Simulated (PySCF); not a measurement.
C₅H₈Si, SMILES C#C[C@@H]1C[C@@H]1[SiH3]. Coordinates come from a ωB97X-D3(BJ)/def2-SVP optimisation. The structure was generated by enumeration; whether it is a known compound was not checked.

Problem. Give the equilibrium geometry at ωB97X-D3(BJ)/def2-SVP (PySCF confirms it by a frequency run) as bond lengths and angles. (An estimate is asked for; the answer gives what the named calculation found.)

Solution. 
Atoms: C1 C2 C3 C4 C5 Si6 H7 H8 H9 H10 H11 H12 H13 H14. Bonded distances (Å): C1–C2 1.210, C1–H7 1.076, C2–C3 1.452, C3–C4 1.506, C3–C5 1.522, C3–H8 1.095, C4–C5 1.507, C4–H9 1.094, C4–H10 1.094, C5–Si6 1.876, C5–H11 1.096, Si6–H12 1.490, Si6–H13 1.492, Si6–H14 1.494. Angles (°): C2–C1–H7 179.8, C1–C2–C3 178.8, C2–C3–C4 120.2, C2–C3–C5 119.6, C2–C3–H8 114.1, C4–C3–C5 59.7, C4–C3–H8 116.5, C5–C3–H8 116.1, C3–C4–C5 60.7, C3–C4–H9 117.2, C3–C4–H10 117.1, C5–C4–H9 118.4, C5–C4–H10 118.2, H9–C4–H10 114.7, C3–C5–C4 59.6, C3–C5–Si6 120.6, C3–C5–H11 114.0, C4–C5–Si6 120.9, C4–C5–H11 115.4, Si6–C5–H11 115.0, C5–Si6–H12 110.0, C5–Si6–H13 111.1, C5–Si6–H14 108.8, H12–Si6–H13 109.7, H12–Si6–H14 108.7, H13–Si6–H14 108.4.
